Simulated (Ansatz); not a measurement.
AlF$_{3}$H$_{2}$Si, SMILES `F[Si](F)(F)[AlH2]`. The species carries charge 0 and has multiplicity 1.

```xyz
7

F     2.089    0.126    0.704
Si    0.888    0.382   -0.302
F     1.348   -0.225   -1.696
F     0.815    1.957   -0.503
Al   -1.265   -0.556    0.450
H    -1.344   -1.339    1.822
H    -2.531   -0.347   -0.474
```

Task: What are the harmonic wavenumbers in cm⁻¹ at PBE0-D4/def2-TZVP (Ansatz, finite differences of forces, unscaled)? (Estimate.)

Result: The calculation gave: 12i, 125, 127, 281, 293, 299, 436, 474, 560, 755, 857, 935, 939, 1941, 1957.
